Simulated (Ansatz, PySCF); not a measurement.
This PySCF input computes a BLYP/def2-TZVPD energy:

```python
from pyscf import gto, scf, dft

mol = gto.M(
    atom='''
    Al    0.00000000    0.00000000    0.00000000
    F    -0.00000000   -0.00000000   -1.59181975
    F     0.00000000    0.00000000    1.59181975
    ''',
    basis='def2-tzvpd',
    charge=1,
    spin=0,
    verbose=4,
)

mf = dft.RKS(mol, xc='blyp').density_fit(auxbasis='def2-universal-jkfit')
mf.grids.level = 3
mf.conv_tol = 1e-9
mf.max_cycle = 100
mf.max_memory = 1500
mf.kernel()
if not mf.converged:
    mf = mf.newton()
    mf.kernel(mf.make_rdm1())
mf.analyze()
```

Write an input for the same energy in Ansatz (a first-principles code) and say what it gives.


Ansatz 0.2 input:
```yaml
crystal:
  periodic: [false, false, false]
  atoms:
    - {symbol: Al, position_ang: [0.00000000, 0.00000000, 0.00000000]}
    - {symbol: F, position_ang: [-0.00000000, -0.00000000, -1.59181975]}
    - {symbol: F, position_ang: [0.00000000, 0.00000000, 1.59181975]}
basis:
  gaussian:
    orbitals: def2-TZVPD
hamiltonian:
  xc: {name: BLYP}
total_charge: 1
output: {forces: true}
```
It gives -442.00597 Eh, and PySCF -442.00602 Eh, a difference of 0.05 mEh, from the treatment of integrals and grids.

It need not be the lowest isomer of its formula.
